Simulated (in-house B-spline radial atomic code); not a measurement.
A run on Bi- that did not converge. Method: scalar-relativistic (X2C) B3LYP, spin-polarised, spherical fractional occupations, exact exchange averaged over the configuration, Fermi nucleus of rms radius 5.5211 fm; computed with a B-spline radial code for spherical atoms.

Command:
```bash
python run_scf.py task.json out
```
Settings (nuclear radius in fm, mass in u):
```
Z                83
configuration    [Xe] 4f14 5d10 6s2 6p4
hamiltonian      x2c
method           b3lyp
spin_polarised   True
nucleus          fermi
rms_radius       5.5211
atomic_mass      208.9804
speed_of_light   137.035999084
exact_exchange   averaged over the configuration
```

First and last ten iterations of the last attempt (damped for 15 steps, keeping 80 % of the old Fock matrix, then DIIS):
```
 iter        energy (Eh)    residual
    1      -21534.607991    8.76e-01
    2      -21532.617962    2.16e-01
    3      -21535.603659    1.08e-01
    4      -21535.824273    5.92e-02
    5      -21535.894586    3.25e-02
    6      -21535.918924    2.11e-02
    7      -21535.928119    1.60e-02
    8      -21535.931897    1.22e-02
    9      -21535.933558    9.39e-03
   10      -21535.934326    7.26e-03
  111      -21535.876111    1.41e-02
  112      -21535.876224    1.41e-02
  113      -21535.876232    1.41e-02
  114      -21535.657266    6.50e-02
  115      -21535.617080    7.20e-02
  116      -21535.786089    2.93e-02
  117      -21535.781870    2.97e-02
  118      -21535.759513    3.24e-02
  119      -21535.750575    3.33e-02
  120      -21534.928831    1.03e-01
 not converged after 120 iterations
```

The smallest residual met was 2.7e-04; the threshold is about 8e-07. No energy from this run should be used. Time taken, with all properties: 11 s on 1 thread of Arm Neoverse N1, with other jobs on the host.
